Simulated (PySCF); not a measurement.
**Dipole response of Lu²⁺ (lutetium, charge +2)**

[Xe] 4f14 6s1, 2S determinant. All numbers are calculated (PySCF 2.14, the spin-free X2C one-electron Hamiltonian (Gaussian nucleus), in x2c-TZVPPall with one added diffuse shell each of s, p, d type (12s8p8d2f2g, 108 functions)). Coupled (time-dependent) response in atomic units; α is the mean over directions.

```
method  mean α (bohr³)  C₆ (like pair)  S(−4)
  PBE0           34.75           218.3  862.7
```

S(−4) is the Cauchy moment in α(ω) = α(0) + S(−4) ω² + …

α(iu) at PBE0:

```json
{"u (hartree)": "0", "α(iu) (bohr³)": "34.75"}
{"u (hartree)": "0.0500", "α(iu) (bohr³)": "32.74"}
{"u (hartree)": "0.100", "α(iu) (bohr³)": "28.03"}
{"u (hartree)": "0.200", "α(iu) (bohr³)": "18.55"}
{"u (hartree)": "0.300", "α(iu) (bohr³)": "12.74"}
{"u (hartree)": "0.500", "α(iu) (bohr³)": "7.568"}
{"u (hartree)": "0.750", "α(iu) (bohr³)": "5.113"}
{"u (hartree)": "1.00", "α(iu) (bohr³)": "3.912"}
{"u (hartree)": "1.50", "α(iu) (bohr³)": "2.636"}
{"u (hartree)": "2.00", "α(iu) (bohr³)": "1.931"}
{"u (hartree)": "3.00", "α(iu) (bohr³)": "1.178"}
{"u (hartree)": "5.00", "α(iu) (bohr³)": "0.5843"}
```

A single London oscillator, α(iu) = α/(1 + u²/ω²), gives C₆ = (3/4) ω α². Matching the computed C₆ needs ω = 4 × 218.3 / (3 × 34.75²) = 0.241 hartree.

For an ion, C₆ is the dispersion term alone; charge-induced terms of lower order in 1/R come first.

Spin-orbit coupling, which splits the p, d and f shells strongly at this Z, is absent.
